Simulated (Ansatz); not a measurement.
Start from `[NH2][W](=[O])([OH])=[S]` and change one atom or group to get `[O]=[W]([OH])(=[S])[Cl]`.

Ansatz, PBE0-D4/def2-TZVP geometries, multiplicity 1. Each molecule was computed in one conformer, which needn't be the lowest.

Elements past krypton have def2 core potentials.

```csv
property,`[NH2][W](=[O])([OH])=[S]`
zero-point energy (PBE0-D4/def2-TZVP) / kJ/mol,114.6
HOMO–LUMO gap (ωB97M-V/def2-TZVPP) / eV,9.51
HOMO energy (B3LYP/def2-TZVPP) / eV,-7.13
LUMO energy (B3LYP/def2-TZVPP) / eV,-2.24
LUMO energy (PBE/def2-TZVPP) / eV,-2.77
size of the dipole moment (ωB97M-V/def2-TZVPP) / D,3.98
```

(1) Give the same properties after the change, and the shifts. (Best estimate.)

Results:

(1) The calculation gave: 
```json
{"property": "zero-point energy (PBE0-D4/def2-TZVP) / kJ/mol", "`[O]=[W]([OH])(=[S])[Cl]`": "51.7", "shift": "-62.9"}
{"property": "HOMO–LUMO gap (ωB97M-V/def2-TZVPP) / eV", "`[O]=[W]([OH])(=[S])[Cl]`": "9.35", "shift": "-0.16"}
{"property": "HOMO energy (B3LYP/def2-TZVPP) / eV", "`[O]=[W]([OH])(=[S])[Cl]`": "-7.75", "shift": "-0.62"}
{"property": "LUMO energy (B3LYP/def2-TZVPP) / eV", "`[O]=[W]([OH])(=[S])[Cl]`": "-2.95", "shift": "-0.71"}
{"property": "LUMO energy (PBE/def2-TZVPP) / eV", "`[O]=[W]([OH])(=[S])[Cl]`": "-3.45", "shift": "-0.68"}
{"property": "size of the dipole moment (ωB97M-V/def2-TZVPP) / D", "`[O]=[W]([OH])(=[S])[Cl]`": "2.93", "shift": "-1.05"}
```

With PBE0 the HOMO falls by 0.63 eV and the LUMO falls by 0.73 eV, so the gap narrows by about 0.10 eV. PBE moves the HOMO by -0.60 eV and ωB97M-V by -0.61 eV. The zero-point energy changes by -62.9 kJ/mol with -6 modes. Dipoles are sizes alone; their direction can turn.

B3LYP here is the variant with VWN-RPA as its local correlation; programs differ in this.
